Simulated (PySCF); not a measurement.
## Telling isomers of C5H11PSi apart by NMR

- structure optimised with GFN2-xTB
- σ from GIAO-PBE0/pcSseg-1
- program: PySCF
- isolated molecule, equivalent nuclei averaged, non-relativistic Hamiltonian, a single conformation

δ = σ(ref) − σ, references computed at the same level: ¹H (31.72 ppm), ¹³C (186.93 ppm) vs TMS. Splittings of carbon signals by F and P are missing where no couplings were computed. Where no couplings were computed, multiplicities follow the n + 1 count of equivalent neighbours, and m marks all less simple cases (inequivalent or close neighbours, rings, F or P nearby). Shifts are as computed. Against solution values, carbons near 30 ppm lie about +3 ppm off and those near 130 ppm about +5 ppm. Of 1211 compounds with measured shifts, 218 miss one by over three times the rms of a fit or turn the order of signals round; such compounds aren't used in these exercises.

(1) Tabulate the signals of `C[SiH2]P1CC=CC1`, `C=C[Si]1(P)CCC1`, `C=CC(C=C)[SiH2]P` and their relative energies.

(2) What is the quickest way to tell C=C[Si]1(P)CCC1 from C=CC(C=C)[SiH2]P?

(3) What is the quickest way to tell C[SiH2]P1CC=CC1 from C=C[Si]1(P)CCC1?

(4) What is the quickest way to tell C[SiH2]P1CC=CC1 from C=CC(C=C)[SiH2]P?

## Answers

(1) 
| SMILES | carbon types | δC | δH | E rel. (kcal/mol) |
| --- | --- | --- | --- | --- |
| C[SiH2]P1CC=CC1 | 2×CH 2×CH2 1×CH3 | 139.3, 32.6, -8.0 | 6.15 (m, 2H), 4.09 (m, 2H), 2.69 (m, 4H), 0.18 (m, 3H) | 0.0 |
| C=C[Si]1(P)CCC1 | 1×CH 4×CH2 | 148.0, 142.4, 21.4, 17.3 | 7.07 (m, 1H), 6.50 (m, 1H), 6.15 (m, 1H), 2.45 (m, 1H), 2.34 (m, 1H), 1.68 (m, 2H), 1.37 (m, 2H), 1.09 (m, 2H) | 16.4 |
| C=CC(C=C)[SiH2]P | 3×CH 2×CH2 | 145.7, 119.8, 47.4 | 6.05 (m, 2H), 5.29 (m, 2H), 5.23 (m, 2H), 4.23 (m, 2H), 2.81 (m, 1H), 0.82 (m, 2H) | 31.1 |

Energies are electronic energies at PBE0/pcSseg-1 on these geometries, without zero-point or thermal terms, each for the one conformer computed, which needn't be the lowest.

(2) Count the carbon signals: 4 against 3. The first has an sp3 CH2 in a ring at 21.4 ppm, the second an allylic sp3 CH bonded to Si at 47.4 ppm. Their most deshielded carbons lie at 148.0 and 145.7 ppm. In the proton spectra the most deshielded non-exchanging signals are 7.07 (m, 1H) and 6.05 (m, 2H).

(3) Count the carbon signals: 3 against 4. The first has a methyl carbon bonded to Si (CH3) at -8.0 ppm, the second a terminal =CH2 carbon at 142.4 ppm. Their most deshielded carbons lie at 139.3 and 148.0 ppm. In the proton spectra the most deshielded non-exchanging signals are 6.15 (m, 2H) and 7.07 (m, 1H).

(4) Both give the same number of carbon signals, but DEPT or the intensities differ. The first has an allylic sp3 CH2 bonded to P at 32.6 ppm, the second a terminal =CH2 carbon at 119.8 ppm. Their most deshielded carbons lie at 139.3 and 145.7 ppm.
